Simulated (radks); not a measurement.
Task: Mn4+, configuration [Ar] 3d3. Method: Dirac Kohn-Sham, Slater X-alpha with alpha = 0.983, spin-unpolarised, spherical densities, point nucleus; open shells fill j = l - 1/2 first; computed with a radial shooting solver on a logarithmic mesh with Libxc functionals. Some entries of the table are withheld. Estimate them.

orbital,occ.,eigenvalue (eV),r(max) (bohr),<1/r> (bohr^-1)
1s1/2,2,-6568.793,0.03978,24.99
2s1/2,2,-829.2520,(1),5.371
2p1/2,2,(2),0.1847,(3)
2p3/2,4,(4),0.1872,(5)
3s1/2,2,-151.6007,(6),1.731
3p1/2,2,-120.6023,(7),1.627
3p3/2,4,-119.1492,(8),1.608
3d3/2,3,-68.4888,0.6914,1.374
3d5/2,0,-68.3049,0.6933,1.370

Result: 
(1) 2s1/2 r(max) (bohr): 0.2310
(2) 2p1/2 eigenvalue (eV): -725.5663
(3) 2p1/2 <1/r> (bohr^-1): 5.326
(4) 2p3/2 eigenvalue (eV): -714.7589
(5) 2p3/2 <1/r> (bohr^-1): 5.237
(6) 3s1/2 r(max) (bohr): 0.7207
(7) 3p1/2 r(max) (bohr): 0.7239
(8) 3p3/2 r(max) (bohr): 0.7304
